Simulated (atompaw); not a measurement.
**As PAW (atompaw): all-electron and pseudo phase curves**

```
Element                 : As (Z = 33)
Generator               : atompaw 4.2.0.5
Type                    : PAW
Functional              : PBE
Relativity              : scalar-relativistic
Frozen core             : [Ar]
Valence charge          : 15
Reference configuration : 3d10 4s2 4p3
Partial waves           : 4s (bound): rc 1.45 bohr; 4s channel at 0.05 Ry: rc 1.45 bohr; 4p (bound): rc 1.80 bohr; 4p channel at 1 Ry: rc 1.80 bohr; 3d (bound): rc 0.90 bohr; 3d channel at 0.05 Ry: rc 0.90 bohr
Local potential         : bessel scheme, radius 1.50 bohr
Core correction         : smooth core density matched at 1.30 bohr
Augmentation charge     : besselshape compensation charge, radius 1.55 bohr; PAW radius 1.80 bohr; waves and projectors: custom rrkj gramschmidtortho
```

The phase is arctan(r·u′/u) with u = r·R(r), unwrapped; energies in Ry, scanned from -5 to 5 Ry. A pole is an energy at which the radial function vanishes at the test radius. The pseudo phase is shifted by a multiple of π to meet the all-electron one at the reference energy, and phase errors are pseudo minus all-electron; the curves can meet again beyond the range given. Levels narrower than the energy grid can be missing from the lists of poles.

```
channel  radius (bohr)  reference energy (Ry)  poles, all-electron  poles, pseudo  unbroken range about the reference energy with phases within 0.05 rad  phase error 1 Ry above the reference energy (rad)
      s           1.81                  -1.07                 2.77     2.73, 4.78                                                              below 4.3                                             -0.000
      p           1.81                  -0.38                 4.52           4.48                                                        the whole range                                             -0.000
      d           1.81                  -2.99                -2.86          -2.86                                                        the whole range                                             +0.000
```

Phases in the p channel:

```json
{"E (Ry)": "-5.00", "all-electron": "1.287", "pseudo": "1.286"}
{"E (Ry)": "-4.52", "all-electron": "1.267", "pseudo": "1.266"}
{"E (Ry)": "-4.04", "all-electron": "1.244", "pseudo": "1.243"}
{"E (Ry)": "-3.56", "all-electron": "1.215", "pseudo": "1.214"}
{"E (Ry)": "-3.08", "all-electron": "1.178", "pseudo": "1.177"}
{"E (Ry)": "-2.60", "all-electron": "1.129", "pseudo": "1.128"}
{"E (Ry)": "-2.12", "all-electron": "1.061", "pseudo": "1.060"}
{"E (Ry)": "-1.64", "all-electron": "0.961", "pseudo": "0.961"}
{"E (Ry)": "-1.16", "all-electron": "0.804", "pseudo": "0.804"}
{"E (Ry)": "-0.68", "all-electron": "0.538", "pseudo": "0.538"}
{"E (Ry)": "-0.20", "all-electron": "0.092", "pseudo": "0.092"}
{"E (Ry)": "0.28", "all-electron": "-0.459", "pseudo": "-0.459"}
{"E (Ry)": "0.76", "all-electron": "-0.874", "pseudo": "-0.874"}
{"E (Ry)": "1.24", "all-electron": "-1.118", "pseudo": "-1.118"}
{"E (Ry)": "1.72", "all-electron": "-1.264", "pseudo": "-1.264"}
{"E (Ry)": "2.20", "all-electron": "-1.359", "pseudo": "-1.359"}
{"E (Ry)": "2.68", "all-electron": "-1.426", "pseudo": "-1.426"}
{"E (Ry)": "3.16", "all-electron": "-1.476", "pseudo": "-1.476"}
{"E (Ry)": "3.64", "all-electron": "-1.515", "pseudo": "-1.516"}
{"E (Ry)": "4.12", "all-electron": "-1.547", "pseudo": "-1.549"}
{"E (Ry)": "4.60", "all-electron": "-1.575", "pseudo": "-1.577"}
```
